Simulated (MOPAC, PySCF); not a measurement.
C4H4, SMILES `C#CC=C`, neutral singlet in the gas phase. 

Cartesian coordinates (Å):
SMILES: C#CC=C
```xyz
8

C      1.7091    -0.4629    -1.1919
C      0.6403    -0.3495    -0.6246
C     -0.6227    -0.2495     0.0114
C     -0.9121     0.6104     1.0036
H      2.6550    -0.5542    -1.6847
H     -1.3974    -0.9332    -0.3520
H     -1.9067     0.6340     1.4485
H     -0.1654     1.3049     1.3897
```
Charge 0, spin multiplicity 1.

All levels are single points at this geometry (PBE-D3(BJ)/def2-TZVP); Pople sets use spherical d functions. Orbital energies aren't observables, and empty levels follow the basis.

| level | HOMO (eV) | LUMO (eV) | gap (eV) | dipole (D) | vertical IE, Delta-SCF (eV) |
|---|---|---|---|---|---|
| PBE-D3(BJ)/def2-TZVP in PySCF | -6.12 | -2.01 | 4.11 | 0.38 | – |
| B3LYP/3-21G in PySCF | -6.67 | -0.70 | 5.97 | 0.36 | – |
| B3LYP/6-311+G** in PySCF | -6.96 | -1.35 | 5.61 | 0.42 | – |
| B3LYP/6-31G* in PySCF | -6.53 | -0.74 | 5.80 | 0.32 | 9.05 |
| M06-2X/6-31G* in PySCF | -7.98 | 0.32 | 8.30 | 0.34 | – |
| PBE/6-31G* in PySCF | -5.72 | -1.53 | 4.20 | 0.29 | 9.05 |
| SVWN5/6-31G* in PySCF | -5.87 | -1.72 | 4.16 | 0.29 | 9.29 |
| HF/3-21G in PySCF | -9.24 | 3.30 | 12.53 | 0.47 | – |
| HF/6-31G* in PySCF | -9.10 | 3.32 | 12.42 | 0.45 | – |
| HF/STO-3G in PySCF | -7.52 | 6.80 | 14.33 | 0.30 | – |
| PM3 in MOPAC | -9.79 | 0.33 | 10.12 | 0.13 | – |
| PM6 in MOPAC | -9.95 | 0.22 | 10.16 | 0.46 | – |
| PM7 in MOPAC | -9.98 | 0.10 | 10.08 | 0.43 | – |
